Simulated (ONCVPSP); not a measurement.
# Varying the ONCV potential for boron (B)

Base potential:

B (Z = 5), optimised norm-conserving Vanderbilt (ONCV), made with ONCVPSP 4.0.1 (PBE, scalar-relativistic). Core [He], reference 2s1.5 2p1.5. Waves: 2s: rc 1.60 bohr, ncon 4, nbas 9, qcut 5 1/bohr, 3 projectors, debl 3.3 Ha; 2p: rc 2.85 bohr, ncon 5, nbas 10, qcut 5.1 1/bohr, 1 projector; d scattering state at 0.1 Ha: rc 2.35 bohr, ncon 4, nbas 8, qcut 3.7 1/bohr, 2 projectors, debl 3.6 Ha. Local part: polynomial inside 1.00 bohr (lpopt 5, dvloc0 0 Ha). Core correction: polynomial model core, fcfact 0.3.

Cutoffs, loose and tight: the cutoffs (Ha) at which the residual kinetic energy of the hardest occupied pseudo-wave falls to 1 and 0.1 mHa per electron. They do not see the model core or the augmentation charge, which bear on the density cutoff. Test errors are all-electron minus pseudo excitation energies from the reference, over the configurations 2s2 2p1; 2s2 2p0; 2s1 2p0; 2s2 2p0.5. A dash means not determined; rows that change the core or the reference have their own tests.

For the base: The cutoffs count occupied waves only; projector 2 of the d channel, the hardest unoccupied one, needs 28 Ha at the loose tolerance.

A true bound ghost makes a file unfit for plane-wave use even where its test errors are small: the radial tests pick states by their node count and pass the ghost by.

| change | outcome | cutoff, loose | cutoff, tight | bound ghosts | GHOST(+) flags above zero | largest test error (meV) |
| --- | --- | --- | --- | --- | --- | --- |
| base | generated | 9.4 Ha | 14 Ha | d | none | +259 |
| all radii but the core radius scaled by about 0.80 (s 1.28, p 2.28, d 1.88 bohr); local potential polynomial inside 0.80 bohr (lpopt 5, dvloc0 0 Ha) | generated | 11 Ha | 39 Ha | none | s, d | +162 |
| all radii but the core radius scaled by about 0.85 (s 1.36, p 2.42, d 2.00 bohr); local potential polynomial inside 0.84 bohr (lpopt 5, dvloc0 0 Ha) | generated | 11 Ha | 37 Ha | p | s, d | +182 |
| all radii but the core radius scaled by about 0.90 (s 1.44, p 2.56, d 2.10 bohr); local potential polynomial inside 0.90 bohr (lpopt 5, dvloc0 0 Ha) | generated | 10 Ha | 24 Ha | none | d | +206 |
| all radii but the core radius scaled by about 0.95 (s 1.52, p 2.72, d 2.24 bohr); local potential polynomial inside 0.96 bohr (lpopt 5, dvloc0 0 Ha) | generated | 9.9 Ha | 19 Ha | d | none | +233 |
| all radii but the core radius scaled by about 1.04 (s 1.66, p 2.96, d 2.44 bohr); local potential polynomial inside 1.04 bohr (lpopt 5, dvloc0 0 Ha) | generated | 9.1 Ha | 12 Ha | none | none | +280 |
| all radii but the core radius scaled by about 1.07 (s 1.72, p 3.06, d 2.52 bohr); local potential polynomial inside 1.08 bohr (lpopt 5, dvloc0 0 Ha) | generated | 8.8 Ha | 12 Ha | none | d | +305 |
| all radii but the core radius scaled by about 1.14 (s 1.82, p 3.26, d 2.68 bohr); local potential polynomial inside 1.14 bohr (lpopt 5, dvloc0 0 Ha) | generated | 8.4 Ha | 11 Ha | none | d | +356 |
| all radii but the core radius scaled by about 1.19 (s 1.90, p 3.38, d 2.80 bohr); local potential polynomial inside 1.18 bohr (lpopt 5, dvloc0 0 Ha) | generated | 8.0 Ha | 11 Ha | none | none | +389 |
| all radii but the core radius scaled by about 1.33 (s 2.12, p 3.78, d 3.12 bohr); local potential polynomial inside 1.32 bohr (lpopt 5, dvloc0 0 Ha) | generated | 6.9 Ha | 9.4 Ha | none | none | +514 |

**Question.** What comes out with this change to the base: all radii but the core radius scaled by about 1.27 (s 2.04, p 3.62, d 2.98 bohr); local potential polynomial inside 1.28 bohr (lpopt 5, dvloc0 0 Ha)?

**Answer.** outcome: generated; cutoff, loose: 7.3 Ha; cutoff, tight: 9.8 Ha; bound ghosts: none; GHOST(+) flags above zero: none; largest test error (meV): +460.

Reading the sweep of the scale of all radii but the core radius (base = 1) (base included, trends over the rows without a ghost): The loose cutoff falls from 11 Ha at 0.8 to 6.9 Ha at 1.33. A larger radius leaves more room for a smooth pseudo-wave, so fewer plane waves are needed; a smaller one forces it to follow the all-electron wave where it bends sharply. The median size of the test errors (rows with all tests solved) rises from 26.0 meV at 0.8 to 99.9 meV at 1.33. More of the atom is replaced by a form fitted at one configuration, so other configurations suffer as the radius grows. Bound ghosts are found at 0.85, 0.95, 1.
